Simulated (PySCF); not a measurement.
Job file and geometry (Å, from GFN2-xTB) of an NMR shielding run on `[C@H]1(F)[C@H](OCF)[SiH2]C1`, C4H8F2OSi, GIAO PBE0/pcSseg-1 NMR shielding, non-relativistic, gas phase in PySCF; density fitting, a coarse starting grid and PySCF grid level 2 are the driver's defaults:

```
$ OMP_NUM_THREADS=1 python probes_run.py task.json out

{"job": {"kind": "nmr", "xc": "PBE0", "basis": "pcSseg-1"}, "charge": 0, "multiplicity": 1}
F      1.526108    -1.559423     1.751283
C      2.116934    -0.508240     1.080044
O      1.230773     0.505442     0.855564
C      0.397035     0.364139    -0.288349
Si    -1.043279     1.640561    -0.384100
C     -1.896397    -0.049433    -0.669196
C     -0.617973    -0.793435    -0.256607
F     -0.287652    -1.805082    -1.132632
H      2.907686    -0.133624     1.740767
H      2.530563    -0.938216     0.153753
H      1.022611     0.276187    -1.185803
H     -1.001022     2.566666    -1.512134
H     -1.313419     2.273769     0.899283
H     -2.768718    -0.324296    -0.082753
H     -2.122441    -0.256727    -1.714040
H     -0.688407    -1.249343     0.733509
```

Problem. What does the program print?

Solution. 
```
coarse grid: 14192 points
cycle   1  E = -720.7863849046  dE =  1.011e+00  |g| = 8.058e-01  |ddm| = 3.502e+00
cycle   2  E = -720.6969787742  dE =  8.941e-02  |g| = 1.117e+00  |ddm| = 1.208e+00
cycle   3  E = -720.8968599166  dE = -1.999e-01  |g| = 6.738e-02  |ddm| = 7.154e-01
cycle   4  E = -720.8973627815  dE = -5.029e-04  |g| = 4.276e-02  |ddm| = 7.622e-02
cycle   5  E = -720.8977677777  dE = -4.050e-04  |g| = 7.213e-03  |ddm| = 3.812e-02
cycle   6  E = -720.8977752712  dE = -7.493e-06  |g| = 3.169e-03  |ddm| = 6.025e-03
cycle   7  E = -720.8977769828  dE = -1.712e-06  |g| = 4.018e-04  |ddm| = 2.238e-03
final grid: 134152 points
cycle   8  E = -720.9695787256  dE = -3.935e-05  |g| = 1.161e-02  |ddm| = 2.668e-02
cycle   9  E = -720.9695488068  dE =  2.992e-05  |g| = 1.728e-02  |ddm| = 1.885e-02
cycle  10  E = -720.9696050740  dE = -5.627e-05  |g| = 1.055e-03  |ddm| = 1.139e-02
cycle  11  E = -720.9696052717  dE = -1.976e-07  |g| = 3.564e-04  |ddm| = 1.018e-03
cycle  12  E = -720.9696052919  dE = -2.027e-08  |g| = 1.092e-04  |ddm| = 2.783e-04
cycle  13  E = -720.9696052936  dE = -1.635e-09  |g| = 2.747e-05  |ddm| = 7.408e-05
cycle  14  E = -720.9696052937  dE = -1.237e-10  |g| = 6.923e-06  |ddm| = 2.727e-05
converged SCF energy = -720.9696052937

GIAO shielding tensors (ppm)
atom      isotropic    diamagn.    paramagn.     s11        s22        s33       span
  0 F      338.802     475.884    -137.083    226.766    352.538    437.101    210.335
  1 C       75.818     238.078    -162.260     47.911     79.066    100.476     52.565
  2 O      230.041     396.495    -166.455    154.230    244.317    291.575    137.345
  3 C      100.971     251.242    -150.271     75.412     88.468    139.035     63.623
  4 Si     405.564     879.847    -474.283    356.678    420.439    439.573     82.895
  5 C      172.579     254.981     -82.402    151.408    165.223    201.105     49.696
  6 C       89.365     247.499    -158.134     63.597     77.334    127.163     63.566
  7 F      333.329     474.798    -141.469    262.053    363.001    374.933    112.879
  8 H       25.844      26.734      -0.890     21.048     25.870     30.616      9.568
  9 H       26.293      28.705      -2.412     22.781     26.332     29.765      6.985
 10 H       27.396      32.042      -4.646     24.721     27.800     29.666      4.945
 11 H       27.081      28.590      -1.509     24.068     24.573     32.602      8.534
 12 H       27.316      28.864      -1.547     24.453     25.620     31.876      7.423
 13 H       29.780      29.739       0.041     26.165     26.797     36.380     10.215
 14 H       30.196      30.119       0.077     27.006     28.011     35.571      8.565
 15 H       25.958      32.097      -6.139     24.185     25.781     27.907      3.723
```

Problem. Turn these shieldings into chemical shifts. Chemical shifts δ = σref − σ; ¹⁹F (σref 170.95) vs CFCl3; ¹³C (σref 186.93) and ²⁹Si (σref 349.16) and ¹H (σref 31.72) against TMS; ¹⁷O (σref 336.08) against H2O, all at this level.

Solution. Averaging equivalent atoms: F 7: -162.4; F 0: -167.9; C 1: 111.1; C 6: 97.6; C 3: 86.0; C 5: 14.3; O 2: 106.0; Si 4: -56.4; H 8: 5.87; H 15: 5.76; H 9: 5.42; H 11: 4.64; H 12: 4.40; H 10: 4.32; H 13: 1.94; H 14: 1.52 ppm. Unscaled 19F shifts against computed CFCl3 carry errors that often reach 10 to 50 ppm. Experimental scales use liquid or dissolved standards, which lie at an offset from isolated H2O (liquid H2O: subtract about 36 ppm).

Size and cost of the density-fitted run: 183 basis functions, 50 s wall time on 1 thread of an Arm Neoverse N1, shared host; peak memory 0.83 GiB.
